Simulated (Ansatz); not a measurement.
CH3O2 (SMILES OC=[OH+]), charge +1, singlet, geometry from GFN2-xTB; CCSD(T)/def2-SVP run with Ansatz (a program for electronic structure).

Ansatz was given this input:
Ansatz 0.2 input:
```yaml
crystal:
  periodic: [false, false, false]
  atoms:
    - {symbol: O, position_ang: [-1.05434669, -0.40745506, -0.12561844]}
    - {symbol: C, position_ang: [-0.10444344, 0.40406092, -0.04683357]}
    - {symbol: O, position_ang: [1.11194808, 0.18461227, 0.15144752]}
    - {symbol: H, position_ang: [-0.91558100, -1.37692343, -0.02991756]}
    - {symbol: H, position_ang: [-0.37817902, 1.46306326, -0.16957957]}
    - {symbol: H, position_ang: [1.45960960, -0.72776304, 0.27386588]}
basis:
  gaussian:
    orbitals: def2-SVP
total_charge: 1
magnetization: {spin_polarized: false}
correlation: {method: ccsd_t}
```

**Question.** Predict the main parts of the log of this Ansatz run.

**Answer.** 
```
Functional definition: HF
561 factors; integrals over basis functions are off by at most 1.6e-3 eV
mean field evaluation 1: about -5136.4412 eV, gradient 4.9e1 eV
mean field evaluation 2: about -5136.4430 eV, gradient 4.9e1 eV
mean field evaluation 4: about -5140.6424 eV, gradient 2.8e0 eV
mean field evaluation 8: about -5140.6656 eV, gradient 6.6e-5 eV
mean field evaluation 16: about -5140.6619 eV, gradient 1.4e-1 eV
mean field -5140.66557892 eV, -188.9159755569 hartree, gradient 2.6e-6 eV, S^2 0.000000; 0 other end points of the search recorded, 0 dependent functions left out
3 core orbitals not correlated
reference -5140.66557892 eV, -188.9159755569 hartree; 9, 9 occupied and 45, 45 virtual orbitals, 561 factors
second order -13.29919008 eV of doubles, -0.00000000 eV of singles
cycle   1  -13.35335343 eV  change   -5.4e-2 eV  update   9.1e-2
cycle   2  -13.69562909 eV  change   -3.4e-1 eV  update   2.6e-2
cycle   3  -13.79648272 eV  change   -1.0e-1 eV  update   1.6e-2
cycle   4  -13.78432143 eV  change    1.2e-2 eV  update   3.5e-3
cycle   5  -13.78362111 eV  change    7.0e-4 eV  update   1.1e-3
cycle   6  -13.78355236 eV  change    6.9e-5 eV  update   2.5e-4
cycle   7  -13.78332257 eV  change    2.3e-4 eV  update   6.4e-5
cycle   8  -13.78329045 eV  change    3.2e-5 eV  update   1.8e-5
cycle   9  -13.78329258 eV  change   -2.1e-6 eV  update   4.6e-6
perturbative correction -0.37549069 eV, -0.0137990283 hartree
Total energy: -5154.82436219 eV, -189.4363012449 hartree
```
